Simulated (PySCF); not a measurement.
## Basis set benchmark on one molecule

Molecule: SMILES CC(C)S(C)(=O)=O, C₄H₁₀O₂S.

Structure with atom numbers: `[CH3:1][CH:2]([CH3:3])[S:4]([CH3:5])(=[O:6])=[O:7]` (H(Xn): hydrogen on atom n).

Geometry PBE0-D3(BJ)/def2-SVP throughout; GIAO in PySCF, gas phase, one conformer, non-relativistic; equivalent atoms averaged; functional PBE0.

Reference values (measured; solution, not stated per compound (mostly CDCl3 or CCl4); Pretsch, Buehlmann, Badertscher, Structure Determination of Organic Compounds, 4th ed. (2009)): δ(C2) = 53.5 ppm, δ(C1/C3) = 15.2 ppm, δ(H(C2)) = 3.13 ppm, δ(H(C1)/H(C3)) = 1.41 ppm. Computed shifts are taken against TMS, calculated as an isolated molecule at each level.

Problem. How do the basis sets STO-3G, pcSseg-0, 6-31G, 6-31G*, cc-pVDZ, def2-SVP, pcSseg-1, aug-cc-pVDZ, 6-311+G(2d,p), def2-TZVP perform against the reference? Times are CPU seconds on shared hosts with different chips, so compare them loosely.

Solution. 
```
    basis set  functions    C2  C1/C3  H(C2)  H(C1)/H(C3)  mean abs. error C  mean abs. error H  core-s
       STO-3G         49  40.6   20.2   1.52         1.00                8.9               1.01     9.3
     pcSseg-0         87  64.4   17.1   2.69         1.51                6.4               0.27      12
        6-31G         87  59.2   15.4   2.60         1.39                3.0               0.27      20
       6-31G*        122  53.7   15.0   2.52         1.23                0.2               0.39      27
      cc-pVDZ        152  59.4   15.9   2.40         1.20                3.3               0.47      27
     def2-SVP        152  57.4   14.7   2.42         1.16                2.2               0.48      24
     pcSseg-1        176  59.0   15.7   2.41         1.29                3.0               0.42      22
  aug-cc-pVDZ        255  60.3   14.7   2.85         1.35                3.6               0.17      62
6-311+G(2d,p)        257  59.6   15.1   2.84         1.28                3.1               0.21      78
    def2-TZVP        283  59.8   15.8   2.81         1.29                3.4               0.22      80
```

For 13C the closest is 6-31G* (0.2 ppm) and the furthest STO-3G (8.9 ppm).

For 1H the closest is aug-cc-pVDZ (0.17 ppm) and the furthest STO-3G (1.01 ppm). Where a smaller basis beats a larger one, errors probably cancel. One molecule is a small sample, and vibrational and solvent effects are absent from the calculation.

A small basis that lands close on one nucleus may do so by chance; judge by the trend and by all nuclei.
